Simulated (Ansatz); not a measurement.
Total energies of Ge(CN)2H2 (C2H2GeN2) from Ansatz at PBE0-D4/def2-TZVP, gas phase (1 Eh = 27.2114 eV = 2625.5 kJ/mol). The reference geometry is relaxed at r2SCAN-D4/def2-SVP.

```csv
state,geometry,energy (Eh)
charge 0 singlet,reference,-2263.46963
charge 1 doublet,reference,-2263.02144
charge 1 doublet,relaxed at r2SCAN-D4/def2-SVP,-2263.02182
free Ge atom (triplet),–,-2076.65516
free C atom (triplet),–,-37.80537
free N atom (quartet),–,-54.54382
free H atom (doublet),–,-0.50104
```

(1) Work out the vertical ionisation energy to the doublet.

(2) How much does the charge 1 doublet relax, and what is the adiabatic ionisation energy?

(3) What is the binding energy per atom against free atoms?

(1) E(charge 1 doublet) − E(charge 0 singlet) = -2263.02144 − (-2263.46963) = 0.44819 Eh = 12.20 eV. For comparison, −ε of the highest occupied level is 10.16 eV at this level, 2.04 eV less.

(2) Relaxation: -2263.02144 − (-2263.02182) = 0.00038 Eh = 0.01 eV. Adiabatic ionisation energy: 0.44781 Eh = 12.19 eV, without zero-point energy. 

(3) Atoms: 1 × (-2076.65516) + 2 × (-37.80537) + 2 × (-54.54382) + 2 × (-0.50104) = -2262.35562 Eh. Binding: -2262.35562 − (-2263.46963) = 1.11401 Eh = 30.31 eV, or 4.33 eV for each of 7 atoms (no zero-point energy, no counterpoise term).
